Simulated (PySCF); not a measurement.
ClH₅N₂OSi, SMILES N[Si](N)(O)Cl. Geometry: PBE0-D3(BJ)/def2-SVP. This is a generated structure with no PubChem entry under its InChIKey; it may be hypothetical. One conformer was computed; it need not be the lowest.

Calculation: PBE0-D3(BJ)/def2-SVP run with PySCF.

Harmonic wavenumbers (cm⁻¹): 159, 191, 252, 266, 284, 301, 334, 357, 387, 434, 513, 777, 801, 826, 856, 967, 977, 1525, 1530, 3627, 3635, 3736, 3744, 3940. Rotational constants (GHz): 3.744, 2.379, 2.221; symmetry number 1.

Problem. Work out the zero-point energy and the ideal-gas rigid-rotor harmonic-oscillator thermochemistry at 298.15 K and 1 atm.

Solution. ZPE = ½ Σ hcν = ½ × 30418 cm⁻¹ = 181.94 kJ/mol. H − E(el) = 204.85 kJ/mol. Entropy in J/(mol K): translation 167.66, rotation 113.75, vibration 70.77, total 352.18. G − E(el) = 99.84 kJ/mol. Cp = 122.64 J/(mol K).
